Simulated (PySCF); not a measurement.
Field gradients at the hydrogen positions

Species: C7H8FO (charge +1).
Z-matrix (Å and degrees, GFN2-xTB geometry), rows numbered from 1:
```
C 
C   1  1.5218
C   2  1.4798  1  113.73
O   3  1.3123  2  118.05  1     0.02
C   4  1.3177  3  122.56  2  -179.96
C   5  1.3715  4  122.18  3    -0.02
C   6  1.3998  5  118.25  4     0.01
C   7  1.3833  6  117.91  5     0.01
F   8  1.3193  3  118.25  2     0.02
H   1  1.0869  2  111.12  3    60.55
H   1  1.0854  2  109.55  3  -179.98
H   1  1.0869  2  111.13  3   -60.50
H   2  1.0973  1  110.70  3   122.06
H   2  1.0973  1  110.69  3  -122.01
H   5  1.0823  4  113.44  3   179.96
H   6  1.0780  5  120.76  4   179.99
H   7  1.0804  6  121.93  5  -179.97
```

Level: PBE0/pcSseg-1 (PySCF, non-relativistic); Q(2H) = 0.00286 b; rigid geometry, the same for H and D, with no vibrational averaging.

**Question.** Rank these positions by the coupling χzz of a deuteron there, largest first.
A. H13 (methylene hydrogen)
B. H16 (aromatic hydrogen)
C. H15 (aromatic hydrogen)
D. H17 (aromatic hydrogen)

**Answer.** B (213 kHz), D (208 kHz), C (202 kHz), A (192 kHz).

**Question.** Tabulate Vzz, the asymmetry η and χzz = 234.96 MHz × Q × Vzz for every hydrogen position.

**Answer.** 
```json
{"atom": "H10", "bonded to": "C1", "bond length (Å)": "1.087", "Vzz (au)": "0.3096", "η": "0.05", "χzz (kHz)": "208"}
{"atom": "H11", "bonded to": "C1", "bond length (Å)": "1.085", "Vzz (au)": "0.3115", "η": "0.04", "χzz (kHz)": "209"}
{"atom": "H12", "bonded to": "C1", "bond length (Å)": "1.087", "Vzz (au)": "0.3096", "η": "0.05", "χzz (kHz)": "208"}
{"atom": "H13", "bonded to": "C2", "bond length (Å)": "1.097", "Vzz (au)": "0.2863", "η": "0.06", "χzz (kHz)": "192"}
{"atom": "H14", "bonded to": "C2", "bond length (Å)": "1.097", "Vzz (au)": "0.2863", "η": "0.06", "χzz (kHz)": "192"}
{"atom": "H15", "bonded to": "C5", "bond length (Å)": "1.082", "Vzz (au)": "0.3012", "η": "0.10", "χzz (kHz)": "202"}
{"atom": "H16", "bonded to": "C6", "bond length (Å)": "1.078", "Vzz (au)": "0.3165", "η": "0.07", "χzz (kHz)": "213"}
{"atom": "H17", "bonded to": "C7", "bond length (Å)": "1.080", "Vzz (au)": "0.3100", "η": "0.03", "χzz (kHz)": "208"}
```

**Question.** How does χzz go with the bond length over the 8 C–H bonds?

**Answer.** A straight-line fit has a slope of -9.6 kHz for each 0.01 Å, with a correlation coefficient of -0.88, over lengths from 1.078 to 1.097 Å. The longer bonds have the smaller couplings here.

**Question.** A static deuteron (I = 1) shows a doublet split by (3/2)χ, (3/4)χ(1 + η) and (3/4)χ(1 − η) with the field along z, y and x of the gradient. What are these for H13?

**Answer.** With |χ| = 192.4 kHz and η = 0.064: 289, 154 and 135 kHz, to first order and without motion.

Isolated species at its GFN2-xTB geometry (one conformer only). GFN2-xTB bond lengths can be off by several hundredths of an ångström, more for odd bonds, and the gradients follow them. The basis is small and wasn't made for field gradients, so the couplings can be 20 % off.
